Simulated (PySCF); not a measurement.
## Spinor energies of Nb (niobium, neutral)

Start: [Kr] 4d3 5s2; 4d5/2 filled at m_j = +1/2, +3/2, +5/2. Calculated with PySCF 2.14 in x2c-TZVPall-2c with one added diffuse shell each of s, p, d type (9s10p8d1f, 86 functions): generalised Hartree-Fock with the X2C-1e Hamiltonian and a Gaussian nucleus; one run each with spin-orbit coupling (SO) switched off, then screened by Boettger's factors. This is a chosen level, not necessarily the ground level.

```
spinor shell  electrons  ε, spin-free (eV)  ε, screened SO (eV)  weight of nominal j (screened SO)  rms radius, screened SO (bohr)
       1s1/2          2           -19090.2             -19089.3                              1.000                          0.0415
       2s1/2          2            -2746.5              -2746.2                              1.000                           0.171
       2p1/2          2            -2446.3              -2512.4                              1.000                           0.149
       3s1/2          2            -492.54              -492.51                              1.000                           0.471
       3p1/2          2            -391.60              -402.77                              1.000                           0.471
       3p3/2          4            -391.60              -386.38                              1.000                           0.482
       3d3/2          4            -226.61              -228.34                              0.986                           0.472
       3d5/2          6            -226.61              -225.46                              0.990                           0.475
       4s1/2          2            -75.428              -75.440                              1.000                            1.24
       4p3/2          4            -45.881              -44.852                              0.872                            1.40
       4p1/2          2            -45.881              -48.091                              0.744                            1.39
       4d5/2          3            -10.539              -10.506                              0.775                            2.13
       5s1/2          2             -6.150               -6.154                              0.997                            4.12
```

Problem. Where does 2p3/2 lie, and what is the 2p spin-orbit splitting (screened SO)?

Solution. At -2415.3 eV, 97.066 eV above 2p1/2.

| quantity | spin-free | screened SO |
| --- | --- | --- |
| E (hartree) | -3816.99881 | -3817.40241 |
| M_J | 9/2 | 9/2 |
| ⟨J²⟩ | 24.802 | 24.806 |
| ⟨L²⟩ | 12.029 | 12.052 |
| ⟨S²⟩ | 3.773 | 3.783 |

Each row is a mean over spinors that exchange with the open shell spreads, by up to 6.333 eV (4p3/2).

Rows whose weight is well below 1 are mixtures of j = l ± 1/2: exchange outweighs spin-orbit coupling there, and the label is only the starting occupation.

⟨J²⟩ departs a little from M_J(M_J + 1) because the unrestricted spinors polarise the closed shells.

Breit and QED terms are absent; they matter most for the inner s and p1/2 levels.

Densities and radii are taken from the X2C orbitals without a picture-change correction, which distorts them close to the nucleus.

Without spin-orbit coupling the j labels of p, d and f shells carry no meaning; the spin-free column gives the mean over the occupied spinors of each nl shell.
